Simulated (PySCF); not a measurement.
Isomers of C6H4NP.

All values: PBE0/pcSseg-1 (PySCF) at GFN2-xTB geometries, gas phase, one conformer each.

Question: Rank by dipole moment, highest first.
A. `C#Cc1ccncp1`
B. `N#Cc1ccccp1`
C. `p1cc(ccc1)C#N`
D. `c1c(C#P)nccc1`
E. `P#CC1=CC=CN=C1`
F. `P#Cc1ccncc1`

Answer: B (5.37 D), C (3.88 D), D (3.05 D), E (2.00 D), A (1.74 D), F (1.03 D).

Question: Rank by the highest Hirshfeld charge on any atom, lowest value first.
A. `P#Cc1ccncc1`
B. `N#CC1=CC=PC=C1`
C. `N#Cc1ccccp1`
D. `C#Cc1ccncp1`

Answer: A (+0.058 e), D (+0.111 e), B (+0.129 e), C (+0.142 e).

All values together:

| SMILES | μ (D) | HOMO (eV) | LUMO (eV) | lowest IAO charge (e) | highest IAO charge (e) | lowest Hirshfeld charge (e) | highest Hirshfeld charge (e) |
| --- | --- | --- | --- | --- | --- | --- | --- |
| N#Cc1ccpcc1 | 3.01 | -7.73 | -2.59 | -0.373 (C) | +0.413 (P) | -0.214 (N) | +0.129 (P) |
| C#Cc1ccncp1 | 1.74 | -7.29 | -2.37 | -0.249 (N) | +0.359 (P) | -0.149 (N) | +0.111 (P) |
| N#Cc1ccccp1 | 5.37 | -7.79 | -2.48 | -0.374 (C) | +0.430 (P) | -0.217 (N) | +0.142 (P) |
| P#Cc1ccncc1 | 1.03 | -7.42 | -2.49 | -0.299 (C) | +0.251 (P) | -0.157 (N) | +0.058 (P/H) |
| P#Cc1ccccn1 | 3.05 | -7.08 | -2.27 | -0.292 (C) | +0.251 (P) | -0.151 (N) | +0.061 (H) |
| N#Cc1cccpc1 | 3.88 | -7.86 | -2.29 | -0.364 (C) | +0.406 (P) | -0.213 (N) | +0.122 (P) |
| P#Cc1cccnc1 | 2.00 | -7.09 | -2.28 | -0.301 (C) | +0.232 (P) | -0.155 (N) | +0.061 (H) |
